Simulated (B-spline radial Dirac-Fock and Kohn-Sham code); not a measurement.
## Electron momentum distribution of Rh⁺: Compton profiles

System: rhodium as Rh⁺, configuration [Kr] 4d6 5s2 (not the ground configuration).

Model: the impulse approximation on Dirac-Fock orbitals of the configuration average with a finite nucleus. Program: a radial atomic solver. pz is in atomic units of momentum; subshell profiles are per electron, for a selection of subshells; open shells are spread over both j values by their weights.

| pz | J total | J 3p3/2 | J 4p3/2 | J 4d5/2 | J 5s1/2 |
| --- | --- | --- | --- | --- | --- |
| 0 | 8.237 | 0.0973 | 0.263 | 0.250 | 1.23 |
| 0.1 | 8.079 | 0.0973 | 0.263 | 0.250 | 1.15 |
| 0.14 | 7.936 | 0.0973 | 0.263 | 0.250 | 1.09 |
| 0.21 | 7.609 | 0.0973 | 0.263 | 0.250 | 0.930 |
| 0.3 | 7.118 | 0.0973 | 0.263 | 0.250 | 0.699 |
| 0.43 | 6.447 | 0.0973 | 0.261 | 0.250 | 0.395 |
| 0.62 | 5.784 | 0.0972 | 0.255 | 0.247 | 0.137 |
| 0.89 | 5.273 | 0.0970 | 0.237 | 0.235 | 0.0524 |
| 1.3 | 4.475 | 0.0962 | 0.186 | 0.192 | 0.0457 |
| 1.8 | 3.378 | 0.0937 | 0.111 | 0.125 | 0.0202 |
| 2.6 | 2.221 | 0.0853 | 0.0337 | 0.0467 | 0.00358 |
| 3.8 | 1.552 | 0.0635 | 0.00995 | 0.00806 | 0.00259 |
| 5.5 | 1.059 | 0.0306 | 0.00823 | 0.00272 | 0.000810 |
| 7.9 | 0.5970 | 0.00752 | 0.00231 | 0.00223 | 0.000180 |
| 11 | 0.3151 | 0.00298 | 0.000464 | 0.000951 | 0.000141 |
| 16 | 0.1398 | 0.00251 | 0.000378 | 0.000183 | 2.69e-05 |
| 24 | 0.04981 | 0.000838 | 0.000133 | 1.56e-05 | 4.83e-06 |
| 34 | 0.01839 | 0.000166 | 2.62e-05 | 1.20e-06 | 3.82e-06 |
| 49 | 0.005632 | 1.96e-05 | 3.05e-06 | < 1e-6 | 1.37e-06 |
| 70 | 0.001453 | 1.85e-06 | < 1e-6 | < 1e-6 | < 1e-6 |
| 100 | 0.0003121 | < 1e-6 | < 1e-6 | < 1e-6 | < 1e-6 |

J(0) = 8.237. The 5s1/2 subshell gives the largest part, 30 %.

Mean momentum ⟨p⟩ by subshell (a.u.): 1s1/2 40.5, 2s1/2 14.2, 2p1/2 19.0, 2p3/2 18.3, 3s1/2 6.67, 3p1/2 7.96, 3p3/2 7.74, 3d3/2 9.11, 3d5/2 9.03, 4s1/2 2.86, 4p1/2 3.11, 4p3/2 3.02, 4d3/2 2.80, 4d5/2 2.77, 5s1/2 0.855.

Values without a named source are computed, but for edge energies of neutral atoms, which are taken from tables.
